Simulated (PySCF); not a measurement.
## NMR problem set

[PySCF 2.14.0 with density-fitted response routines: PBE0/pcSseg-1 with gauge-including orbitals; geometry: GFN2-xTB; non-relativistic Hamiltonian; one conformer; rapidly exchanging positions averaged; no solvent model]

Scale: TMS for ¹H (σref 31.72) and ¹³C (σref 186.93) (reference shieldings calculated alike). Splittings of carbon signals by F and P are missing where no couplings were computed. Where no couplings were computed, multiplicities follow the n + 1 count of equivalent neighbours, and m marks all less simple cases (inequivalent or close neighbours, rings, F or P nearby). Shifts are as computed. Against solution values, carbons near 30 ppm lie about +3 ppm off and those near 130 ppm about +5 ppm. Of 1211 compounds with measured shifts, 218 miss one by over three times the rms of a fit or turn the order of signals round; such compounds aren't used in these exercises.

Q: CH12OSi5. ¹H NMR (400 MHz, computed): δ 4.87 (s, 3H), 4.86 (m, 1H), 4.28 (m, 2H), 4.28 (m, 2H), 4.19 (m, 1H), 4.16 (m, 1H), 3.99 (d, 2H). ¹³C{¹H} NMR (computed): δ 60.6. What is it?

A: `[SiH3]OC[SiH]1[SiH2][SiH2][SiH2]1`. The formula gives 1 degree of unsaturation (1 ring in the answer). Carbon types of the structure: 1 × CH2, leaving 10 H on heteroatoms. δC 60.6: sp3 CH2 bonded to O and Si; the inductive effect lowers its shielding. δH 4.86: hydrogen on a silicon bonded to C, 2 Si, in a 4-membered ring. δH 4.28, 4.28, 4.19, 4.16: hydrogen on a silicon bonded to 2 Si, in a 4-membered ring. δH 3.99: hydrogen on an sp3 CH2 bonded to O and Si; its carbon carries O, hence the downfield position.

The data come from this structure; uniqueness wasn't tested.

Q: C4H9PSi2. ¹H NMR (600 MHz, computed): δ 6.73 (m, 1H), 6.33 (m, 1H), 6.28 (m, 1H), 5.36 (m, 1H), 4.23 (s, 3H), 1.26 (m, 2H). ¹³C{¹H} NMR (computed): δ 147.4, 140.3, 120.1, 114.4. Give a structure.

A: SMILES P[Si@@H](C=C)C#C[SiH3]. 4 carbon signals for 4 carbons: no two carbons are equivalent. Carbon types of the structure: 2 × C, 1 × CH, 1 × CH2, leaving 6 H on heteroatoms. δC 147.4: terminal =CH2 carbon; the olefinic region. δC 140.3: alkene CH; an sp2 carbon of a C=C bond. δC 120.1, 114.4: alkyne carbon. δH 6.28: hydrogen on an alkene CH; attached to an sp2 carbon and in the plane of the double bond.

This is the structure that produced the data.

Q: C4H9PSi2. ¹H NMR (500 MHz, computed): δ 7.49 (m, 1H), 7.12 (m, 1H), 4.70 (m, 2H), 4.62 (m, 2H), 2.00 (t, 1H), 1.57 (m, 2H). ¹³C{¹H} NMR (computed): δ 161.9 (CH), 148.9 (CH), 106.7 (CH), 88.8 (C). What is it?

A: `C#C[SiH2]/C=C\[SiH2]P`. 4 carbon signals for 4 carbons: no two carbons are equivalent. Carbon types of the structure: 1 × C, 3 × CH, leaving 6 H on heteroatoms. δC 161.9, 148.9: alkene CH; the olefinic region. δC 106.7: terminal alkyne carbon. δC 88.8: alkyne carbon; sp carbons lie upfield of alkene carbons because the cylindrical π system leaves one tensor component strongly shielded. δH 7.49, 7.12: hydrogen on an alkene CH; olefinic region.

The shifts were computed for this structure.
